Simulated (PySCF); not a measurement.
From results back to the method.

Species: 1,1-dichloro-2,2,2-trifluoroethane, C₂HCl₂F₃.
Bonds: F1–C2, C2–F3, C2–F4, C2–C5, C5–Cl6, C5–Cl7. Hydrogens: H8 on C5.

The closed-shell ground state was solved 4 times with PySCF (density fitting, gas phase), always in the pcSseg-2 basis (280 functions), with these functionals: B97-2, KT3, PBE0 and wB97X-D. Isolated species at its PBE0-D3(BJ)/def2-TZVP geometry, gas phase.

```csv
row,total energy (Eh),HOMO (eV),LUMO (eV),dipole (D)
P,-1296.2801,-9.35,-0.50,1.35
Q,-1296.8381,-11.24,1.36,1.36
R,-1296.9005,-9.09,-0.58,1.33
S,-1307.8389,-8.04,-1.71,1.25
```

Task: Which functional belongs to which row?

Result: P = PBE0, Q = wB97X-D, R = B97-2, S = KT3. By rising HOMO–LUMO gap: KT3 (GGA) 6.33 eV; B97-2 (global hybrid, 21 % exact exchange) 8.51 eV; PBE0 (global hybrid, 25 % exact exchange) 8.85 eV; wB97X-D (range-separated hybrid) 12.60 eV. Total energies of different functionals aren't bounds to one another; each is stationary for its own functional.

Conformer computed: `[F:1][C:2]([F:3])([F:4])[CH:5]([Cl:6])[Cl:7]`: F1–C2–C5–Cl6 -63°.

Note: wB97X-D ran without an empirical dispersion term, which enters the total energy and its gradient alone.
